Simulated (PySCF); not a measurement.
A structure optimised at PBE0-D3(BJ)/def2-SVP, used in a PySCF frequency run:

```xyz
16

N      2.4558    -0.5925    -0.2363
Si     0.9888    -0.2945     0.6177
C     -0.5520    -1.3248     0.2273
Si    -1.6973    -0.1206    -0.6542
C     -1.0142     1.5420    -0.0232
N      0.3988     1.2810     0.1857
H      3.1641    -1.2090     0.1419
H      2.5072    -0.5237    -1.2457
H      1.3779    -0.4937     2.0531
H     -1.0096    -1.6755     1.1675
H     -0.3095    -2.2133    -0.3754
H     -3.1525    -0.3020    -0.3529
H     -1.5101    -0.2005    -2.1376
H     -1.5493     1.8822     0.8872
H     -1.1715     2.3231    -0.7880
H      0.9874     2.1005     0.2902
```
Charge 0, spin multiplicity 1.

Task: Write its SMILES and formula.

Result: N[Si@@H]1C[SiH2]CN1, C2H10N2Si2

Task: What are its rotational constants (standard atomic weights)?

Result: 3.9741, 1.7318, 1.4030 GHz
